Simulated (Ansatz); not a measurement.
Job for Ansatz (a program for electronic structure): R-PBE/def2-TZVPPD on AsFH4 (a complex). Files ending in .json are basis or fitting sets from the Basis Set Exchange.

Ansatz 0.2 input:
```yaml
crystal:
  periodic: [false, false, false]
  atoms:
    - {symbol: F, position_ang: [0.83298341, -0.55984759, -0.25489031]}
    - {symbol: H, position_ang: [0.55077934, -0.32185962, 0.60610121]}
    - {symbol: As, position_ang: [-0.16615097, 0.28404701, 2.80959058]}
    - {symbol: H, position_ang: [0.62439474, -0.09216898, 4.04940483]}
    - {symbol: H, position_ang: [-1.49522954, -0.17146123, 3.38382181]}
    - {symbol: H, position_ang: [-0.35317878, 1.72967847, 3.23249768]}
basis:
  gaussian:
    orbitals: def2-TZVPPD.json
hamiltonian:
  xc: {name: PBE}
scf: {lower_state_search: off}
```

Program output:

```
WARN ansatz: RAYON_NUM_THREADS=2 ignored (pool sized by the plan → 2); use --threads N
Functional definition: PBE
these checks for a lower state are left out or cut short: stability, starts, cluster_reference, orbital_swaps, neighbouring_geometries, increment
integrals: 0.06 GiB planned
840 factors; their error is unknown
mean field: 0.49 GiB planned
mean field evaluation 1: about -63610.4217 eV, gradient 4.0e1 eV
mean field evaluation 2: about -63603.3132 eV, gradient 8.2e1 eV
mean field evaluation 4: about -63612.6719 eV, gradient 1.5e0 eV
mean field evaluation 8: about -63612.6748 eV, gradient 3.5e-2 eV
mean field evaluation 16: about -63612.6655 eV, gradient 5.7e-6 eV
mean field -63612.66550144 eV, -2337.7223389647 hartree, gradient 5.7e-6 eV, S^2 0.000000; 0 other end points of the search recorded, 0 dependent functions left out
reference -63612.66555049 eV, -2337.7223407672 hartree; 23, 23 occupied and 139, 139 virtual orbitals, 840 factors
Total energy: -63612.66555049 eV, -2337.7223407672 hartree
Checks for a lower state left out: stability, starts, cluster_reference, orbital_swaps, neighbouring_geometries, increment
```

Self-consistency was reached.

Cost: very roughly 0.8 core-seconds.
